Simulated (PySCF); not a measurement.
C4H8BrClSi, singlet, at a GFN2-xTB geometry; CASSCF(6,5)/STO-3G in PySCF.

The PySCF input:
```python
from pyscf import gto, scf, mcscf
import numpy

mol = gto.Mole()
mol.atom = '''
    C    -2.73365673   -1.33903097   -0.95877729
    C    -2.08224548   -0.66734710   -0.02282283
    Si   -0.41071239    0.16275126   -0.25537495
    Cl   -0.56654853    2.14890041    0.14103372
    Br    0.95071648   -0.74912745    1.26704292
    C     0.39188463   -0.13343914   -1.95437815
    C     1.77230351    0.50602673   -2.08996850
    H    -2.33723554   -1.46416884   -1.95336258
    H    -3.69273018   -1.79624251   -0.77406628
    H    -2.53088100   -0.57993428    0.95982161
    H    -0.26267569    0.26142953   -2.73325556
    H     0.47940033   -1.20678213   -2.13306041
    H     2.46120784    0.10165947   -1.35086041
    H     2.18485173    0.31287331   -3.07809807
    H     1.71456880    1.58354468   -1.95026381
'''
mol.basis = 'sto-3g'
mol.verbose = 4
mol.build()

mf = scf.RHF(mol)
mf.kernel()
mc = mcscf.CASSCF(mf, 5, 6)
mc.fix_spin_(ss=0.0)
mc.kernel()
occ = numpy.linalg.eigvalsh(mc.fcisolver.make_rdm1(mc.ci, mc.ncas, mc.nelecas))[::-1]
ss = mc.fcisolver.spin_square(mc.ci, mc.ncas, mc.nelecas)[0]
print('natural occupations', occ.round(4), ' <S^2>', round(ss, 4))
```

What the program printed (banner, timings and long lists left out):

```
PySCF version 2.14.0

[INPUT] verbose = 4
[INPUT] num. atoms = 15
[INPUT] num. electrons = 98
[INPUT] charge = 0
[INPUT] spin (= nelec alpha-beta = 2S) = 0
[INPUT] symmetry False subgroup None
[INPUT] Mole.unit = angstrom
[INPUT] Symbol           X                Y                Z      unit          X                Y                Z       unit  Magmom
[...]
nuclear repulsion = 704.193355148986
number of shells = 38
number of NR pGTOs = 192
number of NR cGTOs = 64
basis = sto-3g
ecp = {}

******** <class 'pyscf.scf.hf.RHF'> ********
method = RHF
initial guess = minao
damping factor = 0
level_shift factor = 0
DIIS = <class 'pyscf.scf.diis.CDIIS'>
diis_start_cycle = 1
diis_space = 8
diis_damp = 0
SCF conv_tol = 1e-09
SCF conv_tol_grad = None
SCF max_cycles = 50
direct_scf = True
direct_scf_tol = 1e-13
Set gradient conv threshold to 3.16228e-05
Initial guess from minao.
init E= -3435.97494632524
[...]
cycle= 1 E= -3439.13386793983  delta_E= -3.16  |g|= 0.397  |ddm|= 4.58
[...]
cycle= 2 E= -3439.22889743871  delta_E= -0.095  |g|= 0.102  |ddm|= 1.06
[...]
cycle= 3 E= -3439.23378878273  delta_E= -0.00489  |g|= 0.03  |ddm|= 0.214
[...]
cycle= 4 E= -3439.23432818337  delta_E= -0.000539  |g|= 0.0118  |ddm|= 0.0806
[...]
cycle= 5 E= -3439.23437774064  delta_E= -4.96e-05  |g|= 0.00226  |ddm|= 0.0196
[...]
cycle= 6 E= -3439.23438230271  delta_E= -4.56e-06  |g|= 0.000763  |ddm|= 0.00728
[...]
cycle= 7 E= -3439.23438262643  delta_E= -3.24e-07  |g|= 0.000217  |ddm|= 0.00179
[...]
cycle= 8 E= -3439.23438265572  delta_E= -2.93e-08  |g|= 6.16e-05  |ddm|= 0.000532
[...]
cycle= 9 E= -3439.23438265814  delta_E= -2.41e-09  |g|= 1.03e-05  |ddm|= 0.000172
[...]
cycle= 10 E= -3439.23438265821  delta_E= -7.09e-11  |g|= 1.91e-06  |ddm|= 2.96e-05
[...]
Extra cycle  E= -3439.23438265822  delta_E= -1.18e-11  |g|= 7.32e-07  |ddm|= 3.89e-06
converged SCF energy = -3439.23438265822

******** <class 'pyscf.mcscf.mc1step.CASSCF'> ********
CAS (3e+3e, 5o), ncore = 46, nvir = 13
max_cycle_macro = 50
max_cycle_micro = 4
conv_tol = 1e-07
conv_tol_grad = None
orbital rotation max_stepsize = 0.02
orbital rotation threshold for CI restart = 0.01
augmented hessian ah_max_cycle = 30
augmented hessian ah_conv_tol = 1e-12
augmented hessian ah_linear dependence = 1e-14
augmented hessian ah_level shift = 1e-08
augmented hessian ah_start_tol = 2.5
augmented hessian ah_start_cycle = 3
augmented hessian ah_grad_trust_region = 3
kf_trust_region = 3
kf_interval = 4
ci_response_space = 4
ci_grad_trust_region = 3
with_dep4 0
natorb = False
canonicalization = True
sorting_mo_energy = False
ao2mo_level = 2
internal_rotation = False
******** <class 'pyscf.fci.addons.SpinPenaltyFCISolver'> ********
max. cycles = 50
conv_tol = 1e-08
davidson only = True
linear dependence = 1e-12
level shift = 0.001
max iter space = 12
nroots = 1
pspace_size = 400
spin = None
CASCI E = -3439.24505044499  S^2 = 0.0000000
Set conv_tol_grad to 0.000316228
macro iter   1 ( 21 JK    4 micro), CASSCF E = -3439.26860336185  dE = -2.35529169e-02  S^2 = 0.0000000
               |grad[o]|=0.0192  |grad[c]|=0.0195  |ddm|=0.0698  |maxRot[o]|=0.305
macro iter   2 ( 21 JK    4 micro), CASSCF E = -3439.27559522680  dE = -6.99186495e-03  S^2 = 0.0000000
               |grad[o]|=0.0257  |grad[c]|=0.0171  |ddm|=0.0208  |maxRot[o]|= 0.14
macro iter   3 ( 21 JK    4 micro), CASSCF E = -3439.27671920780  dE = -1.12398100e-03  S^2 = 0.0000000
               |grad[o]|=0.0106  |grad[c]|=0.0111  |ddm|=0.0022  |maxRot[o]|=0.157
macro iter   4 ( 21 JK    4 micro), CASSCF E = -3439.27884536165  dE = -2.12615385e-03  S^2 = 0.0000000
               |grad[o]|=0.00732  |grad[c]|=0.024  |ddm|=0.0075  |maxRot[o]|=0.143
macro iter   5 ( 21 JK    4 micro), CASSCF E = -3439.28146482196  dE = -2.61946031e-03  S^2 = 0.0000000
               |grad[o]|=0.00875  |grad[c]|=0.0159  |ddm|=0.00429  |maxRot[o]|=0.158
macro iter   6 ( 21 JK    4 micro), CASSCF E = -3439.28281364358  dE = -1.34882162e-03  S^2 = 0.0000000
               |grad[o]|=0.00889  |grad[c]|=0.0142  |ddm|=0.00331  |maxRot[o]|=0.141
macro iter   7 ( 12 JK    3 micro), CASSCF E = -3439.28395236801  dE = -1.13872443e-03  S^2 = 0.0000000
               |grad[o]|=0.00678  |grad[c]|=0.0144  |ddm|=0.0038  |maxRot[o]|=0.0754
macro iter   8 ( 17 JK    4 micro), CASSCF E = -3439.28491569541  dE = -9.63327397e-04  S^2 = 0.0000000
               |grad[o]|=0.00589  |grad[c]|=0.0279  |ddm|=0.00336  |maxRot[o]|= 0.13
macro iter   9 ( 17 JK    4 micro), CASSCF E = -3439.28561852294  dE = -7.02827529e-04  S^2 = 0.0000000
               |grad[o]|=0.00446  |grad[c]|=0.021  |ddm|=0.0038  |maxRot[o]|=0.128
macro iter  10 ( 21 JK    4 micro), CASSCF E = -3439.28594426597  dE = -3.25743039e-04  S^2 = 0.0000000
               |grad[o]|=0.00285  |grad[c]|=0.0241  |ddm|=0.00336  |maxRot[o]|=0.215
macro iter  11 (  6 JK    2 micro), CASSCF E = -3439.28601029397  dE = -6.60279920e-05  S^2 = 0.0000000
               |grad[o]|=0.00277  |grad[c]|=0.00442  |ddm|=0.000195  |maxRot[o]|=0.0499
macro iter  12 (  4 JK    2 micro), CASSCF E = -3439.28601315650  dE = -2.86252862e-06  S^2 = 0.0000000
               |grad[o]|=0.000732  |grad[c]|=0.00047  |ddm|=8.8e-05  |maxRot[o]|=0.00899
macro iter  13 (  7 JK    2 micro), CASSCF E = -3439.28601477630  dE = -1.61980870e-06  S^2 = 0.0000000
               |grad[o]|=0.000425  |grad[c]|=0.000868  |ddm|=0.000122  |maxRot[o]|=0.0282
macro iter  14 (  7 JK    2 micro), CASSCF E = -3439.28601744125  dE = -2.66494953e-06  S^2 = 0.0000000
               |grad[o]|=0.000443  |grad[c]|=0.0012  |ddm|=0.000246  |maxRot[o]|=0.0698
macro iter  15 (  7 JK    2 micro), CASSCF E = -3439.28602203395  dE = -4.59269540e-06  S^2 = 0.0000000
               |grad[o]|=0.000741  |grad[c]|=0.00139  |ddm|=0.000357  |maxRot[o]|=0.0698
macro iter  16 (  7 JK    2 micro), CASSCF E = -3439.28602928806  dE = -7.25411019e-06  S^2 = 0.0000000
               |grad[o]|=0.000752  |grad[c]|=0.00389  |ddm|=0.000432  |maxRot[o]|=0.0698
[...]
macro iter  22 (  6 JK    1 micro), CASSCF E = -3439.28615512331  dE = -3.08280059e-05  S^2 = 0.0000000
               |grad[o]|=0.000591  |grad[c]|=0.00718  |ddm|=0.00143  |maxRot[o]|=0.0577
macro iter  23 (  7 JK    2 micro), CASSCF E = -3439.28620339362  dE = -4.82703076e-05  S^2 = 0.0000000
               |grad[o]|=0.00117  |grad[c]|=0.00594  |ddm|=0.00362  |maxRot[o]|=0.0698
macro iter  24 (  7 JK    2 micro), CASSCF E = -3439.28626251560  dE = -5.91219737e-05  S^2 = 0.0000000
               |grad[o]|=0.000932  |grad[c]|=0.00353  |ddm|=0.00545  |maxRot[o]|=0.0695
macro iter  25 (  7 JK    2 micro), CASSCF E = -3439.28632695289  dE = -6.44372958e-05  S^2 = 0.0000000
               |grad[o]|=0.00134  |grad[c]|=0.00105  |ddm|=0.00567  |maxRot[o]|=0.0698
macro iter  26 (  7 JK    2 micro), CASSCF E = -3439.28639594646  dE = -6.89935650e-05  S^2 = 0.0000000
               |grad[o]|=0.00117  |grad[c]|=0.000584  |ddm|=0.00582  |maxRot[o]|=0.0698
macro iter  27 (  7 JK    2 micro), CASSCF E = -3439.28646548796  dE = -6.95415056e-05  S^2 = 0.0000000
               |grad[o]|=0.00131  |grad[c]|=0.00104  |ddm|=0.00556  |maxRot[o]|=0.0698
macro iter  28 (  7 JK    2 micro), CASSCF E = -3439.28653119489  dE = -6.57069327e-05  S^2 = 0.0000000
               |grad[o]|=0.00112  |grad[c]|=0.00307  |ddm|=0.00499  |maxRot[o]|=0.0698
macro iter  29 (  7 JK    2 micro), CASSCF E = -3439.28658913931  dE = -5.79444145e-05  S^2 = 0.0000000
               |grad[o]|=0.00107  |grad[c]|=0.00602  |ddm|=0.00411  |maxRot[o]|=0.0698
macro iter  30 (  7 JK    2 micro), CASSCF E = -3439.28663455909  dE = -4.54197852e-05  S^2 = 0.0000000
               |grad[o]|=0.000821  |grad[c]|=0.00826  |ddm|=0.00308  |maxRot[o]|=0.0697
macro iter  31 (  7 JK    2 micro), CASSCF E = -3439.28666364729  dE = -2.90881985e-05  S^2 = 0.0000000
               |grad[o]|=0.000585  |grad[c]|=0.00901  |ddm|=0.0021  |maxRot[o]|=0.0697
macro iter  32 (  7 JK    2 micro), CASSCF E = -3439.28667313483  dE = -9.48753859e-06  S^2 = 0.0000000
               |grad[o]|=0.00031  |grad[c]|=0.00656  |ddm|=0.00114  |maxRot[o]|=0.0636
macro iter  33 ( 10 JK    2 micro), CASSCF E = -3439.28667299577  dE =  1.39062195e-07  S^2 = 0.0000000
               |grad[o]|=0.000281  |grad[c]|=0.000517  |ddm|=0.000281  |maxRot[o]|=0.0277
macro iter  34 ( 12 JK    3 micro), CASSCF E = -3439.28667505822  dE = -2.06244704e-06  S^2 = 0.0000000
               |grad[o]|=0.000435  |grad[c]|=0.000551  |ddm|=0.000661  |maxRot[o]|=0.0264
macro iter  35 ( 12 JK    3 micro), CASSCF E = -3439.28669080887  dE = -1.57506579e-05  S^2 = 0.0000000
               |grad[o]|=0.000414  |grad[c]|=0.00174  |ddm|=0.00265  |maxRot[o]|=0.0493
macro iter  36 (  7 JK    2 micro), CASSCF E = -3439.28672651042  dE = -3.57015483e-05  S^2 = 0.0000000
               |grad[o]|=0.00044  |grad[c]|=0.00192  |ddm|=0.00226  |maxRot[o]|=0.0489
macro iter  37 (  7 JK    2 micro), CASSCF E = -3439.28678034275  dE = -5.38323320e-05  S^2 = 0.0000000
               |grad[o]|=0.000418  |grad[c]|=0.00295  |ddm|=0.0016  |maxRot[o]|=0.0595
macro iter  38 (  7 JK    2 micro), CASSCF E = -3439.28684889763  dE = -6.85548766e-05  S^2 = 0.0000000
               |grad[o]|=0.000546  |grad[c]|=0.00485  |ddm|=0.00105  |maxRot[o]|=0.0647
macro iter  39 (  7 JK    2 micro), CASSCF E = -3439.28691630982  dE = -6.74121893e-05  S^2 = 0.0000000
               |grad[o]|=0.000656  |grad[c]|=0.0052  |ddm|=0.000538  |maxRot[o]|=0.0673
macro iter  40 (  7 JK    2 micro), CASSCF E = -3439.28697519962  dE = -5.88898042e-05  S^2 = 0.0000000
               |grad[o]|=0.000707  |grad[c]|=0.00459  |ddm|=0.000844  |maxRot[o]|=0.0686
macro iter  41 (  7 JK    2 micro), CASSCF E = -3439.28702488250  dE = -4.96828734e-05  S^2 = 0.0000000
               |grad[o]|=0.000688  |grad[c]|=0.00379  |ddm|=0.00113  |maxRot[o]|=0.0692
macro iter  42 (  7 JK    2 micro), CASSCF E = -3439.28706533626  dE = -4.04537573e-05  S^2 = 0.0000000
               |grad[o]|=0.000615  |grad[c]|=0.0029  |ddm|=0.00127  |maxRot[o]|=0.0696
macro iter  43 (  7 JK    2 micro), CASSCF E = -3439.28709723679  dE = -3.19005330e-05  S^2 = 0.0000000
               |grad[o]|=0.000508  |grad[c]|=0.00201  |ddm|=0.00125  |maxRot[o]|=0.0697
macro iter  44 (  7 JK    2 micro), CASSCF E = -3439.28712101825  dE = -2.37814565e-05  S^2 = 0.0000000
               |grad[o]|=0.000404  |grad[c]|=0.00114  |ddm|=0.00114  |maxRot[o]|=0.0698
macro iter  45 (  6 JK    2 micro), CASSCF E = -3439.28713344475  dE = -1.24265021e-05  S^2 = 0.0000000
               |grad[o]|=0.000366  |grad[c]|=0.000491  |ddm|=0.000663  |maxRot[o]|=0.0499
macro iter  46 (  7 JK    2 micro), CASSCF E = -3439.28713968215  dE = -6.23739925e-06  S^2 = 0.0000000
               |grad[o]|=0.000334  |grad[c]|=0.000114  |ddm|=0.000426  |maxRot[o]|=0.0334
macro iter  47 ( 12 JK    3 micro), CASSCF E = -3439.28712944328  dE =  1.02388663e-05  S^2 = 0.0000000
               |grad[o]|=0.000271  |grad[c]|=0.000162  |ddm|=0.00088  |maxRot[o]|=0.0651
macro iter  48 ( 12 JK    3 micro), CASSCF E = -3439.28714050001  dE = -1.10567271e-05  S^2 = 0.0000000
               |grad[o]|=0.000866  |grad[c]|=0.00157  |ddm|=0.000228  |maxRot[o]|=0.0396
macro iter  49 ( 12 JK    3 micro), CASSCF E = -3439.28713451572  dE =  5.98428323e-06  S^2 = 0.0000000
               |grad[o]|=0.00047  |grad[c]|=0.000433  |ddm|=0.000441  |maxRot[o]|=0.026
macro iter  50 ( 21 JK    4 micro), CASSCF E = -3439.28713457169  dE = -5.59703039e-08  S^2 = 0.0000000
               |grad[o]|=0.000409  |grad[c]|=0.00039  |ddm|=0.000124  |maxRot[o]|=0.0112
1-step CASSCF not converged,  50 macro (509 JK 125 micro) steps
CASSCF canonicalization
Density matrix diagonal elements [1.89225547 1.98064425 1.99075251 0.11539912 0.02094865]
CASSCF energy = -3439.28713457169
CASCI E = -3439.28713457169  E(CI) = -7.39149764777039  S^2 = 0.0000000
natural occupations [1.9985 1.9804 1.8852 0.1163 0.0195]  <S^2> 0.0
```

The run did not converge; its last values are not results.
